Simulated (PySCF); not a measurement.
Ionisation of 3-fluorophenol

Molecule: 3-fluorophenol, `Oc1cccc(F)c1` (C6H5FO). Optimised structure (Å), atoms numbered from 1:
```
O     2.3776   -0.7582    0.0532
C     1.0950   -0.3462    0.0240
C     0.7377    1.0055   -0.0508
C    -0.6085    1.3645   -0.0795
C    -1.6114    0.3999   -0.0356
C    -1.2273   -0.9355    0.0385
F    -2.1699   -1.8756    0.0793
C     0.1016   -1.3291    0.0699
H     2.9589    0.0088    0.0186
H     1.5150    1.7737   -0.0879
H    -0.8796    2.4207   -0.1389
H    -2.6704    0.6580   -0.0578
H     0.3695   -2.3840    0.1293
```

These are calculated values, ωB97X-D3(BJ)/ma-def2-TZVP in PySCF (grid level 2) at geometries from PBE0-D3(BJ)/def2-SVP. Thermal corrections: PBE0-D3(BJ)/def2-SVP frequencies, unscaled, ideal gas at 298.15 K and 1 bar, quasi-RRHO entropy.

Frontier levels of the parent: HOMO -8.95 eV, LUMO 0.96 eV.

Oxidation to the radical cation:
```
Vertical ionisation energy (electronic)              : 8.78 eV
Adiabatic ionisation energy (with zero-point energy) : 8.59 eV
Adiabatic, electronic part                           : 8.60 eV
Vertical gap at the product's structure              : 8.32 eV
Inner reorganisation energy (four-point)             : 464 meV
Relaxation of product / of parent                    : 181 / 283 meV
⟨S²⟩ of the product                                  : 0.781
Largest spin populations                             : C5 0.48, C3 0.29, C2 0.17, O1 0.17
Largest changes of atomic charge                     : C5 0.18, O1 0.15, C3 0.12, C2 0.11
Distances that move most (Å)                         : O1–C2 1.347 → 1.297; C2–C3 1.400 → 1.445; C5–C6 1.392 → 1.433; C6–F7 1.332 → 1.299
Potential in DMF                                     : 6.33 V absolute, 1.78 V against Fc+/Fc computed at 4.54 V (solvation -27 → -243 kJ/mol)
```

Solvents are IEF-PCM continua (electrostatics only, gas-phase structures); absolute potentials refer to an electron at rest in vacuum. Fc+/Fc in DMF, 4.54 V, is ωB97X-D3(BJ)/ma-def2-TZVP on PBE0-D3(BJ)/def2-SVP structures with GFN2-xTB thermal terms. Benchmark calculations put it near 5.0 V in acetonitrile and DMSO, so it is about 0.5 V low, and the value against it can read up to that much too high.

Measured values (NIST Chemistry WebBook, evaluated or the median of agreeing entries): vertical ionisation energy 9.02 eV (computed 8.78, difference -0.24); adiabatic ionisation energy 8.73 eV (computed 8.59, difference -0.14).

Differences come from unrounded values, so a last digit can differ from that of the printed terms.
